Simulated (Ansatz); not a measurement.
Calculated with Ansatz (gas phase, PBE0-D4/def2-TZVP geometries, no zero-point term in ΔE). CCSD(T)/CBS is the MP2 limit (def2-TZVPP, def2-QZVPP) plus CCSD(T) − MP2 in def2-TZVPP, frozen cores. This one scheme is used for every species. Functionals use def2-TZVPP. Each species was taken in one conformer, which may not be the lowest.

Reaction (ligand exchange at the Si–O bond): `CO[Si]F` + `[SiH3]N[SiH3]` → `F[Si]N([SiH3])[SiH3]` + CH₃OH

`CO[Si]F`:

```xyz
7

C    -0.646   -0.452    0.232
O    -0.329    0.868   -0.167
Si    1.064    1.588   -0.603
F     2.135    0.376   -0.477
H     0.241   -1.090    0.245
H    -1.086   -0.424    1.231
H    -1.380   -0.866   -0.462
```

`[SiH3]N[SiH3]`:

```xyz
10

Si    0.544    1.079   -0.988
N    -0.384    0.404    0.300
Si   -0.415   -1.222    0.878
H     1.173   -0.047   -1.720
H     1.612    1.998   -0.503
H    -0.321    1.862   -1.912
H    -0.946    1.062    0.824
H     0.339   -2.052   -0.093
H    -1.813   -1.720    0.991
H     0.211   -1.363    2.223
```

`F[Si]N([SiH3])[SiH3]`:

Cartesian coordinates in Å:
```
F -2.459 -1.429 0.223
Si -0.925 -1.958 0.307
N -0.111 -0.456 0.072
Si 1.638 -0.426 0.065
Si -0.976 1.058 -0.163
H 2.148 0.449 1.151
H 2.108 -1.820 0.278
H 2.143 0.080 -1.236
H -1.806 1.009 -1.390
H 0.059 2.116 -0.319
H -1.820 1.376 1.012
```

CH₃OH:

```xyz
6

C    -0.261    0.241    0.014
O     0.426   -0.945    0.336
H    -1.178    0.250    0.604
H    -0.539    0.289   -1.046
H     0.315    1.140    0.267
H     1.238   -0.976   -0.175
```

Is it downhill or uphill in electronic energy at CCSD(T)/CBS, and by how much? (Estimate.)

The calculation gave: Uphill: ΔE = +0.40 eV.

What do these levels give: LDA (SPW92), B2PLYP, PBE, BLYP, HF/def2-SVP, MP2/def2-QZVPP? (Estimate.)

Ansatz gave: LDA (SPW92) 0.42, B2PLYP 0.50, PBE 0.44, BLYP 0.57, HF/def2-SVP 0.44, MP2/def2-QZVPP 0.40 eV.

Largest T1 diagnostic among the species: 0.014.

Leaving LDA and LC-ωPBE aside and taking each functional with its dispersion term where it has one, the values, not all of them listed here, spread over 0.16 eV, from revPBE-D4 to CAM-B3LYP-D4. In def2-TZVPP, CCSD(T) changes the Hartree–Fock value by −0.17 eV (the triples alone add −0.03 eV) and MP2 by −0.17 eV.
